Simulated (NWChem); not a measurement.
System: CH$_{4}$CaN$_{2}$S

```xyz
9

Ca     0.0237     0.1392     0.0033
S      0.0488     2.7508    -0.0018
H     -1.2990     2.8723    -0.0019
C     -0.0016    -2.5189    -0.0026
N      1.1522    -1.8692    -0.0007
N     -1.1425    -1.8462    -0.0005
H     -0.0124    -3.6277    -0.0061
H      1.9609    -2.4797    -0.0024
H     -1.9630    -2.4408    -0.0029
```
Atoms are numbered in this order, from 1.

Program: NWChem. Pople sets run with spherical d functions. Coordinates come from a PBE0/def2-SVP optimisation. Ions are spin-unrestricted doublets at the neutral geometry; other ion states weren't tried.

For level PBE/6-31+G*:

```
Property                               Result
-------------------------------------  ------
vertical ionisation energy, ΔSCF (eV)    7.75
−ε(HOMO) (eV)                            4.90
```

Task: How do the values read with level M06-2X/6-31+G* instead?

Result: 
- vertical ionisation energy, ΔSCF (eV): 8.49
- −ε(HOMO) (eV): 7.12
